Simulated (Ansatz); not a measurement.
Pulling on the Ge1–H3 bond in GeH4Se (SMILES [GeH3][SeH]) (multiplicity 1 held, fragments rigid). Energies count from the point at 1.537 Å.
Geometry at that point (charge 0, multiplicity 1):
```xyz
6

Ge    -1.09101     0.39860     0.13876
Se     1.11270    -0.44681    -0.15691
H     -1.31022     1.64312    -0.73591
H     -2.01229    -0.74392    -0.30936
H     -1.33949     0.74448     1.61543
H      1.74281     0.79295     0.32474
```

U- levels take the lowest unrestricted solution at each point, which mixes spins at long bonds. Active spaces are followed from a long bond inwards. Levels need not reach the same state.

Cores are frozen in the correlated methods. Filled d and f shells under p-block atoms count as core.

The values were computed with Ansatz (a first-principles code) with Gaussian orbitals. 

Energies in kcal/mol.

```tsv
R (Å)	U-MP2/cc-pVTZ	U-SCS-MP2/cc-pVTZ	U-CCSD/cc-pVTZ	FIC-MRCISD+Q on CASSCF(2,2)/cc-pVTZ
1.229	30.8	30.9	31.2	31.2
1.383	5.9	6.0	6.2	6.2
1.537	0.0	0.0	0.0	0.0
1.691	4.0	3.9	3.6	3.5
1.844	12.9	12.8	12.1	11.8
2.075	29.9	29.6	28.0	27.4
2.305	53.0	53.9	44.4	42.7
2.689	73.0	75.3	67.0	63.1
3.074	79.5	82.1	79.3	75.5
3.535	81.9	84.6	83.7	82.2
4.150	82.6	85.4	84.8	84.8
4.918	82.8	85.6	85.0	85.4
```

Doubts at one or more of the structures used: a spin-contaminated determinant (U-MP2/cc-pVTZ, U-SCS-MP2/cc-pVTZ, U-CCSD/cc-pVTZ); T1 above 0.05 (U-CCSD/cc-pVTZ).
